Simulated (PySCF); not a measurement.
Compound: C₆H₆BrO (charge +1).
Bonds: C1–C2, C2–C3 (aromatic), C3–O4 (aromatic), O4–C5 (aromatic), C5–C6 (aromatic), C6–C7 (aromatic), C7–Br8, C2–C7 (aromatic). Hydrogens: H9, H10, H11 on C1; H12 on C3; H13 on C5; H14 on C6.

A GFN2-xTB structure was refined with PySCF, PBE0/def2-SV(P) geometry optimisation, gas phase. Its GFN2-xTB values:

```json
{"coordinate": "C1–C2", "GFN2-xTB": "1.479 Å"}
{"coordinate": "C1–H9", "GFN2-xTB": "1.090 Å"}
{"coordinate": "C2–C3", "GFN2-xTB": "1.382 Å"}
{"coordinate": "C2–C7", "GFN2-xTB": "1.419 Å"}
{"coordinate": "C3–O4", "GFN2-xTB": "1.313 Å"}
{"coordinate": "C3–H12", "GFN2-xTB": "1.084 Å"}
{"coordinate": "O4–C5", "GFN2-xTB": "1.310 Å"}
{"coordinate": "C5–C6", "GFN2-xTB": "1.374 Å"}
{"coordinate": "C5–H13", "GFN2-xTB": "1.083 Å"}
{"coordinate": "C6–C7", "GFN2-xTB": "1.401 Å"}
{"coordinate": "C6–H14", "GFN2-xTB": "1.079 Å"}
{"coordinate": "C7–Br8", "GFN2-xTB": "1.869 Å"}
{"coordinate": "C1–C2–C3", "GFN2-xTB": "122.0°"}
{"coordinate": "C1–C2–C7", "GFN2-xTB": "122.0°"}
{"coordinate": "C2–C3–O4", "GFN2-xTB": "123.6°"}
{"coordinate": "C2–C7–C6", "GFN2-xTB": "119.2°"}
{"coordinate": "C3–C2–C7", "GFN2-xTB": "116.0°"}
{"coordinate": "C3–O4–C5", "GFN2-xTB": "120.9°"}
{"coordinate": "O4–C5–C6", "GFN2-xTB": "121.8°"}
{"coordinate": "C6–C7–Br8", "GFN2-xTB": "120.2°"}
```

Q: How do these coordinates change at the PBE0/def2-SV(P) level?

A: 
| coordinate | PBE0/def2-SV(P) (Å or °) | change |
| --- | --- | --- |
| C7–Br8 | 1.841 | -0.028 |
| C1–H9 | 1.104 | +0.014 |
| C6–H14 | 1.093 | +0.014 |
| C1–C2 | 1.493 | +0.014 |
| C5–H13 | 1.093 | +0.010 |
| C3–H12 | 1.093 | +0.009 |
| O4–C5 | 1.318 | +0.008 |
| C3–O4 | 1.320 | +0.007 |
| C6–C7 | 1.406 | +0.005 |
| C5–C6 | 1.370 | -0.004 |
| C2–C3 | 1.379 | -0.003 |
| C2–C7 | 1.419 | 0.000 |
| C1–C2–C7 | 123.5 | +1.5 |
| C1–C2–C3 | 120.9 | -1.1 |
| C3–O4–C5 | 121.9 | +1.0 |
| O4–C5–C6 | 120.9 | -0.9 |
| C2–C7–C6 | 120.1 | +0.9 |
| C6–C7–Br8 | 119.5 | -0.7 |
| C2–C3–O4 | 123.0 | -0.6 |
| C3–C2–C7 | 115.6 | -0.4 |

The energy falls by 4.7 kJ/mol over 10 energy and gradient evaluations, the largest force component goes from 0.0115 to 1.2e-04 Eh/bohr, and the atoms move by 0.027 Å rms after alignment. The bond that changes most is C7–Br8 (aromatic C–Br carbon to aryl bromine), which shortens by 0.028 Å. Bonds longer at the end by more than 0.005 Å: 9 of 14; shorter: 1. Rotational constants go from 2870, 962.9, 724.2 to 2805, 981.9, 730.7 MHz.

The run used 142 basis functions and 69 SCF cycles in all. On Arm Neoverse V1, one thread (shared host), this took 80 s and 0.57 GiB of memory at its peak.

Whether it is a minimum is left open (no frequencies). Isolated species at its PBE0/def2-SV(P) geometry, gas phase.
